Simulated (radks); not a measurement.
Problem. Excited configurations of Rb+: one electron is placed in a higher orbital outside [Ar] 3d10 4s2 4p5. The ground configuration is [Kr]. All-electron calculation, scalar-relativistic Kohn-Sham, PBE, spin-unpolarised, spherical densities, finite nucleus; Fermi nuclear charge, rms radius 4.2036 fm. Program: a radial shooting solver on a logarithmic mesh with Libxc functionals. Excitation = E - E(ground); binding = E(ion) - E, where the ion is the core of charge +2; n* = 2/sqrt(2 binding) in atomic units, and the quantum defect is n - n*.

| outer orbital | excitation (eV) | binding (eV) | n* | quantum defect | eigenvalue (eV) | <r> (bohr) |
|---|---|---|---|---|---|---|
| 5s | 16.987 | 10.619 | 2.264 | 2.736 | -8.072 | 4.034 |
| 5p | 19.769 | 7.837 | 2.635 | 2.365 | -5.893 | 4.988 |
| 5f | 25.221 | 2.385 | 4.777 | 0.223 | -1.801 | 14.60 |
| 6s | 22.346 | 5.259 | 3.217 | 2.783 | -4.160 | 8.075 |
| 6f | 25.900 | 1.705 | 5.649 | 0.351 | -1.335 | 21.97 |
| 7d | 25.658 | 1.947 | 5.286 | 1.714 | -1.555 | 20.50 |

Estimate the row for 7s.

Solution. excitation (eV) 24.464; binding (eV) 3.142; n* 4.162; quantum defect 2.838; eigenvalue (eV) -2.531; <r> (bohr) 13.50. The Delta-SCF ionisation energy is 27.606 eV (NIST Atomic Spectra Database: 27.290 eV, measured). Self-interaction in the functional shifts the binding energies and quantum defects, so they are the method's values and not measured ones. Spin polarisation and multiplet splitting are left out, so open shells lie too high by an amount that depends on their filling.

Beside tabulated values, note that spin-unpolarised runs miss the spin-polarisation part of the exchange energy of open shells.
